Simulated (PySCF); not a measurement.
## Electronic absorption of triethylaluminum

Triethylaluminum, C₆H₁₅Al.
SMILES: `C[CH2][Al]([CH2]C)[CH2]C`

Level of theory: TDDFT CAM-B3LYP/def2-SVPD, vertical, gas phase, core orbitals frozen in the response (PySCF 2.14.0, density-fitted response routines). Geometry: PBE0-D3(BJ)/def2-SVP, one conformer, isolated molecule. Torsions of this conformer, `[CH3:1][CH2:2][Al:3]([CH2:4][CH3:5])[CH2:6][CH3:7]`: C1–C2–Al3–C4 -139°, C2–Al3–C4–C5 -178°, C2–Al3–C6–C7 44°.

```tsv
state	E (eV)	E (kJ/mol)	λ (nm)	f	main configurations (H = HOMO, L = LUMO)
S1	5.14	496	241.1	0.0004	H→L (96%)
S2	5.19	501	238.9	0.0002	H-1→L (95%)
S3	6.08	587	203.8	0.055	H→L+1 (53%), H-1→L+1 (39%)
S4	6.11	589	202.9	0.039	H-1→L+1 (53%), H→L+1 (39%)
S5	7.19	694	172.4	0.0098	H-1→L+2 (30%), H→L+3 (23%), H→L+2 (14%)
S6	7.26	701	170.8	0.0052	H→L+2 (49%), H-1→L+2 (31%)
S7	7.35	709	168.7	0.022	H→L+3 (45%), H-1→L+3 (40%)
S8	7.47	721	165.9	0.0051	H-1→L+3 (29%), H→L+2 (18%), H→L+3 (18%)
S9	7.88	761	157.3	0.0046	H-2→L (82%)
S10	7.96	768	155.8	0.093	H-1→L+4 (51%), H→L+5 (15%), H-1→L+6 (14%)
```

Triplets (Tamm–Dancoff): T1 4.87 eV, H→L (93%); T2 4.92 eV, H-1→L (93%); T3 5.77 eV, H→L+1 (60%), H-1→L+1 (24%); T4 5.82 eV, H-1→L+1 (59%), H→L+1 (24%).

The lowest singlet comes at 241 nm (496 kJ/mol) in the ultraviolet; it is dark (f under 0.0005); its leading configuration is HOMO→LUMO (96%). The strongest level in the table is S10 at 7.96 eV (156 nm, f = 0.093). It is the last of those listed, so stronger ones may follow. Löwdin shares by element: HOMO (one of a set within 0.03 eV) carbon 52% or more, aluminium 17% (atoms not listed hold the other 32%); LUMO aluminium 45%, carbon 26% or more (atoms not listed hold the other 29%). The listed states span 2.81 eV, and the widest gap between neighbours is 1.08 eV (S4 to S5). Of the 10 states listed, 4 reach f = 0.01 and 2 stay under 0.0005. Weighted by f, the mean energy of these states is 7.09 eV. All these states lie below the vertical ionisation energy of 8.96 eV (ΔSCF). Singlets were solved by full linear response, triplets in the Tamm–Dancoff approximation.
